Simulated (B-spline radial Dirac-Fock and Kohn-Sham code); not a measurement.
Core-level shifts of gadolinium with charge state

These are calculated numbers from a radial atomic solver; the model is Dirac-Fock (average of configuration) total-energy differences with a finite nucleus, the Breit interaction including its frequency dependence, and self-energy and vacuum-polarisation corrections. Each ion is free and in its tabulated ground configuration. Correlation and solid-state effects are left out.

Reference: Gd³⁰⁺, [Ar] 3d10 4s2 4p4, with K (1s) 51375.5 eV, L1 (2s) 9508.6 eV, L2 (2p1/2) 9060.8 eV, M1 (3s) 2961.5 eV, M2 (3p1/2) 2769.7 eV. Shifts from it, in eV (a dash: the subshell is empty, belongs to an open shell averaged over j, or its hole state is left out as unreliable):

```csv
ion,configuration,K (1s),L1 (2s),L2 (2p1/2),M1 (3s),M2 (3p1/2)
Gd³¹⁺,[Ar] 3d10 4s2 4p3,+67.5,+62.4,–,+56.1,–
Gd³²⁺,[Ar] 3d10 4s2 4p2,+136.1,+125.6,+126.8,+112.8,+112.7
Gd³³⁺,[Ar] 3d10 4s2 4p1,?,?,?,?,?
Gd³⁴⁺,[Ar] 3d10 4s2,+276.5,+254.7,+257.3,+228.2,+228.3
Gd³⁵⁺,[Ar] 3d10 4s1,+346.4,+318.8,+324.0,–,+287.9
Gd³⁶⁺,[Ar] 3d10,+419.4,+385.4,+391.4,+344.3,+348.1
Gd³⁷⁺,[Ar] 3d9,+551.1,+513.3,+520.7,+441.1,+446.0
Gd³⁸⁺,[Ar] 3d8,+685.3,+643.2,+652.1,+539.1,+545.1
```

**Question.** Give the missing shifts for Gd³³⁺.

**Answer.** K (1s) +205.7, L1 (2s) +189.7, L2 (2p1/2) +191.6, M1 (3s) +170.2, M2 (3p1/2) +170.2 (eV).
